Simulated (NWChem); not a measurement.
# VO, quartet; SMILES [O]=[V]

Program: NWChem. Pople sets run with spherical d functions. Spin-unrestricted. Medium grid unless said otherwise, to which SCAN and Minnesota functionals are sensitive. All runs use the structure optimised with B3LYP/6-31G* (spherical d), spin-unrestricted. No stability test was run on the SCF state.

What does the run give for MN15/6-31G*? Quantities: highest occupied level (eV); lowest empty minus highest occupied level, either spin (eV); dipole (D); <S²>.


| Property | Value |
|---|---|
| highest occupied level (eV) | -5.62 |
| lowest empty minus highest occupied level, either spin (eV) | 4.88 |
| dipole (D) | 3.07 |
| <S²> | 3.78 |
